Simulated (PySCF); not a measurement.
C3H3, multiplicity 2. Atoms are numbered in the order given.

```xyz
6

C      0.0000     0.0000     1.3374
C      0.0000     0.0000     0.1130
C      0.0000     0.0000    -1.2491
H      0.0000     0.0000     2.4004
H      0.0000    -0.9300    -1.8042
H      0.0000     0.9300    -1.8042
```
Charge 0, spin multiplicity 2.

Geometry: r2SCAN-D4/def2-TZVP. The isomer is the one that the SMILES or the coordinates give; other isomers of the formula were not compared.

The numbers are results of PySCF with TDA-M06-2X/def2-SVPD, not measurements.

Vertical excitations. 

Problem. List the lowest excited states. (The exact figures need the calculation; the answer reports its results.)

Solution. 
| state | energy (eV) | λ (nm) | f | main pairs |
|---|---|---|---|---|
| root 1 | 3.13 | 396 | 0.000 | β HOMO→LUMO 97 % |
| root 2 | 4.21 | 294 | 0.032 | α HOMO→LUMO+4 10 %, β HOMO−1→LUMO 83 % |
| root 3 | 4.70 | 264 | 0.000 | α HOMO→LUMO+1 95 % |
| root 4 | 5.66 | 219 | 0.001 | α HOMO→LUMO 94 % |
| root 5 | 5.87 | 211 | 0.003 | α HOMO−1→LUMO+1 35 %, β HOMO→LUMO+3 55 % |
| root 6 | 6.58 | 189 | 0.077 | α HOMO→LUMO+4 67 %, α HOMO−1→LUMO+1 21 % |
| root 7 | 6.62 | 187 | 0.022 | α HOMO→LUMO+2 94 % |
| root 8 | 7.12 | 174 | 0.000 | β HOMO−1→LUMO+3 77 % |
| root 9 | 7.19 | 172 | 0.004 | α HOMO→LUMO+3 95 % |
| root 10 | 7.40 | 167 | 0.000 | α HOMO−1→LUMO+4 8 %, β HOMO−2→LUMO 66 %, β HOMO−1→LUMO+3 13 % |
Unrestricted roots are not spin-pure.
